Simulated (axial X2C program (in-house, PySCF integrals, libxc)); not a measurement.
Nuclear properties of TeOH⁻

Calculated with an in-house all-electron X2C program for linear molecules (integrals from PySCF): two-component X2C with atomic mean-field Coulomb and Gaunt terms, Gaussian nuclei, basis Te dyall-v3z, O dyall-av3z, H dyall-v3z with contracted cores.

Te–O–H held linear, with bonds 2.029 and 0.945 Å (near the PBE0 minimum at charge -1 of the determinant lowest at the starting distance; the state shown can have its own minimum elsewhere, held linear; other orders of the atoms were not compared).

Determinant lowest in the PBE0 search, Ω = 0 (closed shell), highest spinor 81% Te p, 11% O p, 3% O d:

| level | qzz Te (a.u.) | qzz O (a.u.) | qzz H (a.u.) |
| --- | --- | --- | --- |
| PBE0 | 16.97 | 2.24 | 0.57 |
| HF | 18.18 | 2.22 | 0.57 |
| r2SCAN | 17.01 | 2.31 | 0.57 |

Determinant 0.91 eV from it at PBE0 and this distance, Ω = 2 (⟨Sz⟩ = 0.99, ⟨Lz⟩ = 1.01 at PBE0), spin on the atoms Te 0.99, O -0.06, H 0.06:

```tsv
level	Eeff magnitude (GV/cm)	Ws magnitude Te (kHz)	A∥/gI Te (MHz)	qzz Te (a.u.)	A∥/gI O (MHz)	qzz O (a.u.)	A∥/gI H (MHz)	qzz H (a.u.)
PBE0	11.2	3.51	677	5.75	197	1.82	8.21	0.57
HF	14.8	4.65	686	6.04	178	1.91	7.09	0.58
r2SCAN	11.7	3.65	701	5.97	211	1.84	8.83	0.57
```

Eeff is the effective electric field on the electron electric dipole moment in this Ω state and Ws the scalar–pseudoscalar constant of the nucleus named (defined with the proton number Z and per Ω); A∥ (defined per Ω) follows by multiplying with gI = μI/(I μN); qzz is the electric field gradient, eQq0 = 234.96 MHz × Q/barn × qzz. The operators were transformed with the bare-nucleus X2C matrices; with these basis sets, hyperfine constants and field gradients can be off by tens of per cent, and where levels differ in sign neither size nor sign is settled.

Q: With Q(17O) = -0.02558 barn (Q from Pyykkö, Mol. Phys. 2018), turn the PBE0 values of the first state into constants in MHz.

A: eQq0(17O) = 234.96 × (-0.02558) × (2.24) = -13.5 MHz.

The molecule was held linear; bending was not examined, so a bent shape may lie lower.

Each state is one determinant with collinear spin, which with several unpaired electrons need not be a pure state. Unrestricted Hartree–Fock can overshoot spin polarisation at the nuclei. For an anion, determinants above electron detachment, or with a positive highest level, are held by the basis set. With several open shells hyperfine constants can be off by a factor of several. Open-shell Ω = 0 determinants with evenly filled partner blocks cannot be reached by this program, so the Ω shown need not be the lowest component. The search compared states at one distance, so a state with another bond length can lie lower. PBE0 term energies can be off by some tenths of an eV.
